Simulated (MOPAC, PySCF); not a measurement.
C$_{3}$H$_{4}$O$_{2}$, SMILES `O=CC(C)=O` (O–C–C–O torsion 180°), neutral singlet in the gas phase. 

Z-matrix (Å, degrees):
```
C
O 1 1.2194
C 1 1.4996 2 125.32
H 3 1.0949 1 110.30 2 0.17
H 3 1.1010 4 110.61 1 -121.69
H 3 1.1011 4 110.61 5 -116.73
C 1 1.5409 2 117.53 3 -179.96
O 7 1.2114 1 123.66 2 179.86
H 7 1.1191 8 123.48 1 179.96
```
Charge 0, multiplicity 1.

All levels are single points at this geometry (PBE-D3(BJ)/def2-TZVP); Pople sets use spherical d functions. Orbital energies aren't observables, and empty levels follow the basis.

PBE-D3(BJ)/def2-TZVP in PySCF gives dipole (D) = 1.10.

Problem. Estimate the dipole (D) from each of these levels: B3LYP/3-21G in PySCF; M06-2X/6-31G* in PySCF; PBE/6-31G* in PySCF; HF/3-21G in PySCF; PM7 in MOPAC.

Solution. 
```
level                   dipole (D)
----------------------  ----------
B3LYP/3-21G in PySCF          0.96
M06-2X/6-31G* in PySCF        0.96
PBE/6-31G* in PySCF           1.04
HF/3-21G in PySCF             0.91
PM7 in MOPAC                  0.85
```
